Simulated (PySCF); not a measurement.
# Calcium: a sound run and one with changed settings

Sound run: Ca²⁺ [Ar], Ca³⁺ [Ne] 3s2 3p5. Calculation: PySCF 2.14, in cc-pVDZ-X2C (5s4p2d, 27 functions); scalar relativity by spin-free X2C-1e. In the sound run the correlated levels freeze [Ne] 3s2. The sound run starts from symmetry-adapted Hartree-Fock orbitals and uses a fine grid where one is needed.

A second run was set up differently.

```json
{"species": "Ca²⁺", "method": "MP2", "sound run (hartree)": "-679.08319", "changed run (hartree)": "-679.08852", "converged": "yes"}
{"species": "Ca²⁺", "method": "CCSD(T)", "sound run (hartree)": "-679.09103", "changed run (hartree)": "-679.09590", "converged": "yes"}
{"species": "Ca³⁺", "method": "MP2", "sound run (hartree)": "-677.19881", "changed run (hartree)": "-677.21499", "converged": "yes"}
{"species": "Ca³⁺", "method": "CCSD(T)", "sound run (hartree)": "-677.20475", "changed run (hartree)": "-677.22403", "converged": "yes"}
```

Ionisation energy of Ca²⁺:

```
 method  sound run (eV)  changed run (eV)
    UHF          50.605            50.605
    MP2          51.277            50.981
SCS-MP2          51.225            50.906
   CCSD          51.326            50.931
CCSD(T)          51.328            50.936
```

(1) What was changed?
A. minimal basis
B. a valence shell is frozen
C. all electrons correlated in a valence basis
D. basis contracted for another Hamiltonian

Answers

(1) C. A valence basis has no tight correlating functions, so it recovers only part of the core correlation, and not evenly between atom and ion.
